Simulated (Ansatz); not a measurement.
H$_{3}$Cl$_{2}$GaN (SMILES [NH3]->[Ga]([Cl])[Cl]), doublet, geometry from GFN2-xTB (such geometries of metal compounds can be far from the true shape) (the spin is typed, not shown lowest); B3LYP/def2-SV(P) in Ansatz (a first-principles code).

Here is a job for Ansatz.
Ansatz 0.2 input:
```yaml
crystal:
  periodic: [false, false, false]
  atoms:
    - {symbol: Ga, position_ang: [0.40133393, 0.08252162, 0.44820590]}
    - {symbol: Cl, position_ang: [0.96639567, 0.92336376, -1.49031997]}
    - {symbol: Cl, position_ang: [-1.70338856, 0.24302240, 1.02115994]}
    - {symbol: N, position_ang: [0.03683895, -2.14923634, -0.53827782]}
    - {symbol: H, position_ang: [-0.62603601, -1.94214011, -1.28191761]}
    - {symbol: H, position_ang: [-0.39833007, -2.81816310, 0.09067194]}
    - {symbol: H, position_ang: [0.85402049, -2.58177721, -0.95947187]}
basis:
  gaussian:
    orbitals: def2-SV_P_.json
    point_charges:
      - {charge: 0.5, position_ang: [-1.1234, -5.9876, 2.2538]}
hamiltonian:
  xc: b3lyp
magnetization: {spin_polarized: true, initial_magnetization: 1}
```
The basis file holds def2-SV(P) in the JSON format of the Basis Set Exchange.

What the program printed (banner, timings and long lists left out):

```
Functional definition: B3LYP
871 factors; integrals over basis functions are off by at most 4.5e-4 eV
mean field evaluation 1: about -78945.2626 eV, gradient 3.8e1 eV
mean field evaluation 2: about -78935.7489 eV, gradient 5.8e1 eV
mean field evaluation 4: about -78950.8924 eV, gradient 2.2e0 eV
mean field evaluation 8: about -78951.0002 eV, gradient 8.2e-2 eV
mean field evaluation 16: about -78951.0003 eV, gradient 1.0e-4 eV
mean field -78951.00025840 eV, -2901.3957445862 hartree, gradient 2.7e-5 eV, S^2 0.751805; 0 other end points of the search recorded, 0 dependent functions left out
reference -78951.00048648 eV, -2901.3957529678 hartree; 38, 37 occupied and 50, 51 virtual orbitals, 871 factors
Total energy: -78951.00048648 eV, -2901.3957529678 hartree
```
